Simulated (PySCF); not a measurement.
Run record: geometry optimisation, `[F][SnH2][F]`.

Method: PBE0-D3(BJ)/def2-SVP geometry optimisation, gas phase, def2 core potentials past Kr (PySCF 2.14.0). Start geometry: GFN2-xTB. A driver script takes a list of jobs; this job's settings line and coordinates (Å) are shown.

Input:
```
{"job": {"xc": "PBE0", "basis": "def2-SVP", "d3": "d3bj", "grid": 1, "maxiter": 30, "shake": 0.01, "kind": "geom"}, "charge": 0, "multiplicity": 1}
F     -1.409730    -1.130390    -0.148410
Sn    -0.013390     0.171630     0.024030
F      1.521790    -0.941110    -0.206550
H      0.021440     0.693750     1.612720
H     -0.086540     1.172140    -1.319680
```

Output:
```
step   0  E = -414.86591273  max force = 0.010615
step   1  E = -414.86384131  max force = 0.021581
step   2  E = -414.86696619  max force = 0.005173
step   3  E = -414.86710638  max force = 0.000922
step   4  E = -414.86717461  max force = 0.000686
step   5  E = -414.86719915  max force = 0.001136
step   6  E = -414.86722807  max force = 0.001070
step   7  E = -414.86724625  max force = 0.000445
step   8  E = -414.86725086  max force = 0.000118
optimisation converged
```

Energies in Eh; «max force» is the largest Cartesian gradient component in Eh/bohr.

Question: At which steps does the energy rise by more than 1e-5 Eh?

Answer: At step 1 (+2.07 mEh).

Summary of the converged run: final energy -414.86725 Eh after 8 steps; dipole 3.48 D.

Question: Where do the atoms end?

Answer: 0.035 Å rms from the input after alignment:
```
atom  x, y, z in Å
F1    -1.3315   -0.9335    0.3644
Sn2    0.0428    0.4218    0.3728
F3     1.6615   -0.5826    0.0616
H4     0.1286    1.0377    1.9551
H5    -0.2100    1.4062   -0.9904
```

Question: How long does this job take on one thread of an Arm Neoverse V2, no GPU, shared host with 48 logical CPUs at a one-minute load of 7.0? And the peak memory of the process?

Answer: About 13 s, with 0.29 GiB resident at the peak, the Python interpreter and its libraries included.
Labels such as C1 count atoms from 1, the log's own numbers from 0.
